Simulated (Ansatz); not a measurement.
Ansatz results at the PBE0-D4/def2-TZVP geometry: LUMO energy (PBE/def2-TZVPP) -3.00 eV; HOMO–LUMO gap (B3LYP/def2-TZVPP) 6.35 eV; HOMO energy (PBE/def2-TZVPP) -7.67 eV.

(1) Which molecule gave them?
A. `C[O][Ga]([CH3])[Cl]`
B. `O=C=[N][Ga]([Cl])[Cl]`
C. `[CH3][Ga]([Cl])[C]#N`
D. `C[Se][GaH][Cl]`

Results:

(1) C. The others give `C[O][Ga]([CH3])[Cl]`: -1.39, 6.87, -6.48; `C[Se][GaH][Cl]`: -2.11, 5.28, -6.02; `O=C=[N][Ga]([Cl])[Cl]`: -2.71, 6.85, -7.80.

B3LYP here is the variant with VWN-RPA as its local correlation; programs differ in this.
